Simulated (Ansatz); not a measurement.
Species: sum formula TiH$_{3}$F, net charge 0, singlet state. 
Structure (B3LYP-D3(BJ)/def2-TZVP (Ansatz, a program for electronic structure) minimum search):
```
Ti
F 1 1.7440
H 1 1.6927 2 109.40
H 1 1.6927 3 109.54 2 -119.91
H 1 1.6927 3 109.54 4 -120.18
```
Charge 0, spin multiplicity 1.

Dipole moments at this geometry, in debye (magnitudes).

```csv
level,program,dipole (D)
PBE/def2-TZVPD,Ansatz,0.49
BLYP/def2-TZVPD,Ansatz,0.50
r2SCAN/def2-TZVPD,Ansatz,0.56
B3LYP/def2-TZVPD,Ansatz,0.71
PBE0/def2-TZVPD,Ansatz,0.73
BHLYP/def2-TZVPD,Ansatz,0.91
r2SCANh/def2-TZVPD,Ansatz,0.65
r2SCAN0/def2-TZVPD,Ansatz,0.77
HSE06/def2-TZVPD,Ansatz,0.73
LC-wPBE/def2-TZVPD,Ansatz,0.69
wB97M-V/def2-TZVPD,Ansatz,0.72
wB97X-V/def2-TZVPD,Ansatz,0.69
CCSD(T)/def2-SVPD,Ansatz,0.80
```
